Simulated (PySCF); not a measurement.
## Computed structure and properties of Pb(CH3)I

System: Pb(CH3)I (singlet); start: template (Cs). Method: PySCF 2.14.0, RKS BP86, Pb def2-SVP with ECP60, C def2-SVP, H def2-SVP, I def2-SVP with ECP28; non-relativistic Hamiltonian with scalar-relativistic core potentials where named; density fitting; no spin-orbit coupling.

Input of the relaxation:

```python
mol = gto.M(atom='''
Pb     0.87197     0.00000    -0.47779
C      3.08317     0.00000     0.51181
H      3.83457     0.00000    -0.27789
H      3.20487     0.89000     1.12921
H      3.20487    -0.89000     1.12921
I     -1.80193     0.00000     0.71891''',
    basis={'Pb': 'def2-SVP', 'C': 'def2-SVP', 'H': 'def2-SVP', 'I': 'def2-SVP'},
    ecp={'Pb': 'def2-SVP', 'I': 'def2-SVP'},
    charge=0, spin=0)
mf = dft.RKS(mol, xc='B88,P86')
mf.grids.atom_grid = (50, 194)
mf = mf.density_fit()  # fitting sets: Pb def2-universal-JKFIT, C def2-universal-JKFIT, H def2-universal-JKFIT, I def2-universal-JKFIT
mf.conv_tol = 1e-08; mf.max_cycle = 55
mf.kernel(dm0)  # dm0: converged density of the start geometry
# quasi-Newton relaxation in Cartesian coordinates to a largest gradient under 0.00045 Eh/bohr, steps kept in the point group
```

Run from Python with OMP_NUM_THREADS=2; the lines above give its settings. Where DIIS fails, smearing, a level shift and second-order steps follow.
It took 23 s on 2 threads of Arm Neoverse V2, on a shared host, from the converged density of the start.

Course of the relaxation:

| step | energy above end (eV) | largest force component within the symmetry (eV/Å) |
| --- | --- | --- |
| 0 | 0.5262 | 1.114 |
| 1 | 0.2806 | 0.497 |
| 2 | 0.1505 | 0.524 |
| 3 | 0.0790 | 0.414 |
| 4 | 0.0316 | 0.285 |
| 5 | 0.0120 | 0.296 |
| 6 | 0.0021 | 0.178 |
| 7 | 0.0001 | 0.044 |
| 8 | 0.0000 | 0.021 |
| 9 | 0.0000 | 0.010 |

Relaxed geometry (Cs):

```xyz
6

Pb    1.0475    0.0000   -0.9891
C     2.8615    0.0000    0.4737
H     3.8211    0.0000   -0.0832
H     2.8035    0.8984    1.1226
H     2.8035   -0.8984    1.1226
I    -0.9395    0.0000    1.0869
```

```tsv
contact	Å
Pb1–C2 (CH3)	2.330
Pb1–I6 (I)	2.874
```

On the finer grid (75, 302):

```yaml
HOMO: -5.55 eV
LUMO: -3.65 eV
Dipole_about_the_centre_of_mass: 3.48 D
Set_of_Mulliken_populations_of_Pb1_outside_the_core_potential: s 3.94, p 7.52, d 10.09
D3_BJ_dispersion_energy_not_in_the_energies: -0.288 eV
```

```csv
atom,Mulliken (e),Löwdin (e),spin (e)
Pb1,0.46,0.34,0.00
C2,-0.37,-0.30,0.00
H3,0.06,0.03,0.00
H4,0.07,0.04,0.00
H5,0.07,0.04,0.00
I6,-0.29,-0.15,0.00
```

On the grid (50, 194), as all that follows. Harmonic modes: a minimum within the noise of the softest modes; lowest 33 cm⁻¹ (negative: unstable), highest 3075 cm⁻¹, zero-point energy 0.919 eV.

Taking off one CH3 (charge -1, singlet; the rest: singlet) in vacuum, both parts rigid, costs 9.96 eV; the small basis without counterpoise inflates it. Most of it is the attraction of opposite charges; other ways to part are cheaper, and one spin state was tried for the rest.

Rigid scan of CH3 along the line from its metal:

(distance to C2 (Å), energy (eV)): (2.03, 0.603), (2.13, 0.232), (2.23, 0.051), (2.33, 0.000), (2.43, 0.039), (2.53, 0.138), (2.73, 0.439), (3.03, 0.980), (3.43, 1.655), (3.93, 2.297)

Taking off one I (charge -1, singlet; the rest: singlet) in vacuum, both parts rigid, costs 6.76 eV; the small basis without counterpoise inflates it. Most of it is the attraction of opposite charges; other ways to part are cheaper, and one spin state was tried for the rest.

Rigid scan of I along the line from its metal:

(distance to I6 (Å), energy (eV)): (2.57, 0.459), (2.67, 0.178), (2.77, 0.043), (2.87, 0.000), (2.97, 0.033), (3.07, 0.111), (3.27, 0.354), (3.57, 0.795), (3.97, 1.350), (4.47, 1.891)

One start shape was tried, so this needn't be the lowest isomer.
